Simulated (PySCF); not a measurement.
# Stretching GeAs

Set-up: basis Ge def2-TZVPPD, As def2-TZVPPD; no relativity; PySCF 2.14. Energies in eV from Ge + As in their ground configurations at the same level. All curves are PBE0. state 1: ²Π (doublet), unpaired electrons π ↑; state 2: ²Σ⁺ (doublet), unpaired electrons σ ↑, a second solution, started from another occupation; state 3: ⁴Π (quartet), unpaired electrons π ↑↑↑, a second solution, started from another occupation; state 4: ⁶Σ⁺ (sextet), unpaired electrons σ ↑, π ↑↑↑↑, a second solution, started from another occupation.

| R (Å) | state 1 | state 2 | state 3 | state 4 |
| --- | --- | --- | --- | --- |
| 1.930 | -1.733 | -2.207 | 1.527 | 3.4691 |
| 2.020 | -2.480 | -2.662 | 0.343 | 2.2275 |
| 2.109 | -2.892 | -2.829 | -0.476 | 1.3453 |
| 2.177 | -3.039 | -2.821 | -0.908 | 0.8620 |
| 2.244 | -3.080 | -2.729 | -1.220 | 0.4962 |
| 2.311 | -3.042 | -2.576 | -1.435 | 0.2232 |
| 2.401 | -2.898 | -2.314 | -1.604 | -0.0308 |
| 2.513 | -2.633 | -1.971 | -1.679 | -0.2209 |
| 2.648 | -2.281 | -1.585 | -1.630 | -0.3282 |
| 2.827 | -1.824 | -1.142 | -1.428 | -0.3576 |

Q: Put a parabola through the three lowest points of the state 1 curve and estimate Re, k and ωe (reduced mass 37.21 u; 1 eV/Å² = 0.16022 mdyn/Å; ωe = 1302.8·√(k/μ) cm⁻¹).

A: Through R = 2.177, 2.244, 2.311 Å the second-order coefficient is 8.80 eV/Å², so Re ≈ 2.245 Å, k ≈ 2.82 mdyn/Å and ωe ≈ 359 cm⁻¹. A polynomial fit of higher order to the unrounded PBE0 energies gives Re = 2.242 Å, k = 2.88 mdyn/Å, ωe = 362 cm⁻¹; anharmonicity and rounding make the difference.

The higher-order fit for each curve: state 1: Re = 2.242 Å, ωe = 362 cm⁻¹, De = 3.08 eV; state 2: Re = 2.137 Å, ωe = 398 cm⁻¹, minimum 2.84 eV below the ground-state fragments; state 3: Re = 2.528 Å, ωe = 241 cm⁻¹, minimum 1.68 eV below the ground-state fragments; state 4: Re = 2.798 Å, ωe = 123 cm⁻¹, minimum 0.358 eV below the ground-state fragments.

⟨S²⟩ of the unrestricted solution departs from its pure value on part of the curve, where spin states mix. Spin–orbit coupling is left out. The state was picked by a PBE0 search and need not be the measured ground state.
